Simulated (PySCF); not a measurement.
# Steps of a relaxation of SmF3(H2O)

SmF3(H2O) (singlet in the valence; each metal's 4f electrons, 5 of them, lie in its core potential, out of spins and levels). PySCF 2.14.0, RKS TPSS, Sm lcecp-1-SVP with ECP51, F def2-SVP, O def2-SVP, H def2-SVP; non-relativistic Hamiltonian with scalar-relativistic core potentials where named; density fitting; no spin-orbit coupling. Origin of the start: template. Columns: position (Å) and force (eV/Å). Energies are counted from the last step; some of the 10 steps are shown. Forces carry noise of the integration grid, about 0.01 to 0.03 eV/Å.

Run from Python with OMP_NUM_THREADS=2. Where DIIS fails, smearing, a level shift and second-order steps follow.
It took 50 s on 2 threads of Arm Neoverse V1, with other jobs on the host, from the converged density of the start.

```xyz
7
step 0  E = 0.168 eV
Sm    0.0145   -0.0145    0.0145     0.93   -0.93    0.93
F     1.2446    1.2156    1.2446    -0.68   -0.43   -0.65
F    -1.2156   -1.2446    1.2446     0.46    0.66   -0.66
F     1.2446   -1.2446   -1.2156    -0.68    0.65    0.43
O    -1.4274    1.4274   -1.4274     0.11   -0.10    0.10
H    -1.7681    2.3125   -1.2236    -0.07    0.27    0.12
H    -1.7681    1.2236   -2.3125    -0.07   -0.12   -0.27
```

```xyz
7
step 3  E = 0.017 eV
Sm    0.0680   -0.0628    0.0628     0.03   -0.01    0.01
F     1.1741    1.2730    1.1959     0.06    0.18    0.07
F    -1.2534   -1.1884    1.1884    -0.18   -0.08    0.08
F     1.1741   -1.1959   -1.2730     0.06   -0.07   -0.18
O    -1.3783    1.3946   -1.3946     0.01    0.00    0.00
H    -1.7301    2.2780   -1.1771     0.01   -0.02    0.00
H    -1.7301    1.1771   -2.2780     0.01    0.00    0.02
```

```xyz
7
step 6  E = 0.001 eV
Sm    0.0912   -0.0861    0.0861    -0.03    0.02   -0.02
F     1.1453    1.3417    1.1769     0.00    0.01    0.00
F    -1.3106   -1.1729    1.1729    -0.01    0.00    0.00
F     1.1453   -1.1769   -1.3417     0.00    0.00   -0.01
O    -1.3453    1.3699   -1.3699     0.02   -0.02    0.02
H    -1.7007    2.2507   -1.1493     0.01    0.00    0.01
H    -1.7007    1.1493   -2.2507     0.01   -0.01    0.00
```

Task: Where does the relaxation end?

Result: It converges at step 9 in Cs:
```xyz
7
step 9  E = 0
Sm    0.0881   -0.0872    0.0872
F     1.1360    1.3545    1.1682
F    -1.3187   -1.1718    1.1718
F     1.1360   -1.1682   -1.3545
O    -1.3388    1.3616   -1.3616
H    -1.6891    2.2446   -1.1422
H    -1.6891    1.1422   -2.2446
```

Task: How did the contacts change?

Result: 
```json
{"contact": "Sm1–F2 (F)", "start (Å)": "2.131", "end (Å)": "2.085"}
{"contact": "Sm1–F3 (F)", "start (Å)": "2.131", "end (Å)": "2.081"}
{"contact": "Sm1–F4 (F)", "start (Å)": "2.131", "end (Å)": "2.085"}
{"contact": "Sm1–O5 (H2O)", "start (Å)": "2.497", "end (Å)": "2.497"}
```


No frequency check is given that shows the relaxed geometry to be a minimum. An lcecp potential fixes the number of 4f electrons, so in runs with it no electron can move into or out of that shell.
